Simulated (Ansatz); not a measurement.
`C#C[SiH2][GaH2]` + H₂S → `S[SiH2][GaH2]` + acetylene at 600 K and 1 bar (ligand exchange at the Si–C bond).

Calculated with Ansatz (gas phase, PBE0-D4/def2-TZVP geometries, no zero-point term in ΔE). CCSD(T)/CBS adds triple-zeta CCSD(T) − MP2 to the extrapolated MP2 energy (def2 sets, frozen cores). This one scheme is used for every species. For Ga outer-core shells are correlated without core-valence functions, which leaves a few kJ/mol of doubt a bond. Scalar relativity is left out up to krypton. Each species was taken in one conformer, which may not be the lowest.

```json
{"species": "`C#C[SiH2][GaH2]`", "CCSD(T)/CBS energy (Eh)": "-2292.05082", "H − E (kJ/mol)": "190.2", "S (J/(mol·K))": "450.1"}
{"species": "H₂S", "CCSD(T)/CBS energy (Eh)": "-398.97279", "H − E (kJ/mol)": "60.8", "S (J/(mol·K))": "230.9"}
{"species": "`S[SiH2][GaH2]`", "CCSD(T)/CBS energy (Eh)": "-2613.80410", "H − E (kJ/mol)": "160.9", "S (J/(mol·K))": "434.7"}
{"species": "`C#C`", "CCSD(T)/CBS energy (Eh)": "-77.22717", "H − E (kJ/mol)": "96.2", "S (J/(mol·K))": "235.4"}
```

H − E and S are ideal-gas, rigid-rotor, harmonic terms from PBE0-D4/def2-TZVP, for one conformer and one mirror image of each species. 1 Eh = 2625.50 kJ/mol, R = 8.31446 J/(mol·K).

Problem. By hand: ΔE, ΔH, ΔS and ΔG.

Solution. ΔE = (-2613.80410) + (-77.22717) − (-2292.05082) − (-398.97279) = -0.00766 Eh = -20.1 kJ/mol. Δ(H − E) = 160.9 + 96.2 − 190.2 − 60.8 = 6.1, so ΔH = -14.0 kJ/mol. ΔS = 434.7 + 235.4 − 450.1 − 230.9 = -10.9 J/(mol·K). ΔG = -14.0 − 600 × (-10.9)/1000 = -7.5 kJ/mol.

Problem. By hand: the equilibrium constant, and the temperature at which ΔG would vanish if ΔH and ΔS stayed fixed.

Solution. log₁₀ K = −ΔG/(RT ln 10) = 0.7. ΔG = 0 at ΔH/ΔS = 1284 K, though so small a ΔS makes that figure unsure.

TΔS isn't small against ΔH here. A doubt of 5 kJ/mol in ΔE shifts log₁₀ K by 0.4 here. Other conformers and mirror images would add mixing entropy, several J/(mol·K) or more a flexible species. Modes under 60 cm⁻¹, often nearly free rotors, make the harmonic entropy too high. These are equilibria of isolated gas molecules and say nothing of rates. Largest T1 diagnostic: 0.014 (customary marks: 0.02 for closed shells, 0.045 for open ones).
